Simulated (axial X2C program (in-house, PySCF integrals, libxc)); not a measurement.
## Worked dissociation energy of ZnH⁺: CCSD(T), two-component

All values were computed with an in-house all-electron X2C program for linear molecules (integrals from PySCF). Two-component (2c) means X2C with spin–orbit coupling and atomic mean-field two-electron Coulomb and Gaunt terms. Basis: Zn dyall-cv3z [9s10p6d3f2g], H dyall-v3z [6s2p1d] (cores contracted in-house); Gaussian nuclei, density fitting, unrestricted open shells. Masses: Zn 63.929 u, H 1.008 u.

Molecular state: Ω = 0 (closed shell).

Correlated methods: 12 electrons correlated (number of frozen shells: Zn 3 s, 2 p; H none), 180 virtual spin orbitals or spinors in MP2, 90 natural virtuals in coupled cluster.

```
E(Zn+) (2M_J = 1) : -1793.935296 hartree
E(H) (2M_J = 1)   : -0.500004 hartree
E(ZnH⁺) at Re     : -1794.527290 hartree
ωe                : 1947.4 cm⁻¹
ωexe              : 39.1 cm⁻¹
```

Problem. Work out De and D0.

Solution. De = -1793.935296 + (-0.500004) − (-1794.527290) = 0.09199 hartree = 2.503 eV. The zero-point energy is ωe/2 − ωexe/4 = 964 cm⁻¹ = 0.120 eV, so D0 = 2.384 eV.

The state is a single determinant with fixed occupations, the lowest that a limited PBE0 search found. The closed shell is kept restricted, so the energy runs too high when the bond is stretched far. De is counted from the lowest determinant-based energies of the atoms at the same level, without counterpoise correction. CCSD and (T) use frozen natural virtuals with an MP2 correction for the truncation; (T) itself is uncorrected, so its De runs slightly low.

Each atomic determinant is the lowest at this level and need not be a pure J level. Totals compare only within one Hamiltonian and basis.
